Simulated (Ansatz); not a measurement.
`N[SiH2][Si](N)(O)O`, charge 0, multiplicity 1.

Q: Give a relaxed structure at PBE0-D4/def2-TZVP (Ansatz 0.2.0). (An estimate is asked.)

A: The calculation gave: 
Z-matrix (Å, degrees):
```
Si
Si 1 2.337
N 1 1.730 2 104.6
H 1 1.491 2 111.2 3 116.2
H 1 1.497 2 111.5 3 -125.7
O 2 1.644 1 107.4 3 165.9
N 2 1.723 1 119.2 3 -73.4
O 2 1.650 1 103.0 3 43.4
H 3 1.009 1 116.9 2 -46.2
H 3 1.008 1 120.0 2 175.4
H 6 0.960 2 116.9 1 169.4
H 7 1.009 2 118.5 1 -72.7
H 7 1.009 2 118.2 1 64.2
H 8 0.960 2 116.8 1 -166.3
```
This is one stationary point; other conformers may exist.
